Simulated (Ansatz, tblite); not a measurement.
Cost and result up the ladder for the cluster InSn2 (3 atoms). Charge 0, multiplicity 2. Geometry: PBE-D4/def2-SVP.

Cartesian coordinates in Å:
```
In 1.3708 -0.8759 0.9987
Sn -1.3991 1.0615 0.4823
Sn 0.0282 -0.1856 -1.4809
```

Ansatz on 4 threads of Arm Neoverse N1 on a shared host; xTB runs through tblite on one thread. Times are rough, summed over both states, and most runs start from the orbitals of an earlier one. No level here is sound enough to serve as a yardstick. The other state is a triplet.

In the def2 sets In, Sn take a core potential; there is no spin–orbit coupling. The xTB rows come from tblite. The structure comes from a short search, and lower isomers may exist.

Run but left out: r2SCAN-D4/def2-TZVP (doublet: ⟨S²⟩ 1.11, where a pure state has 0.75).

Raw xTB energies of ions are shifted by several eV, and xTB has no spin-polarisation term.

```csv
level,functions,wall time,vertical IE (eV),remarks
GFN1-xTB,27,0.008 s,11.03,–
GFN2-xTB,27,0.01 s,10.78,–
PBE-D4/def2-TZVP,150,16 s,6.66,–
PBE0-D4/def2-TZVP (with forces),150,35 s,6.60,spin-contaminated (⟨S²⟩ 0.87) (doublet)
```
